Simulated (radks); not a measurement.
The numbers below are computed, except where a source is named.
Problem. The mean radii <r> (bohr) of the occupied orbitals of an atom or ion are listed with their occupations. Code: a radial shooting solver on a logarithmic mesh with Libxc functionals. Model: scalar-relativistic Kohn-Sham, PBE, spin-polarised, spherical densities, point nucleus.

orbital  occ.      <r>
1s up       1  0.04275
1s down     1  0.04275
2s up       1   0.1895
2s down     1   0.1895
2p up       3   0.1654
2p down     3   0.1654
3s up       1   0.5507
3s down     1   0.5506
3p up       3   0.5627
3p down     3   0.5626
3d up       5   0.5837
3d down     5   0.5833
4s up       1    1.479
4s down     1    1.477
5s up       1    3.124

Name the element and its charge. Open shells, if any, are filled with parallel spins first.

Solution. Z = 35, bromine, charge +4: Br4+ in [Ar] 3d10 4s2 5s1. The 1s radius gives Z: for a bare nucleus <r> = (2 gamma + 1)/(2Z) with gamma = sqrt(1 - (Z/c)^2), 0.04191 bohr for Z = 35, and screening makes it slightly larger (0.04275 here). The occupations add up to 31, and the charge is Z minus that.
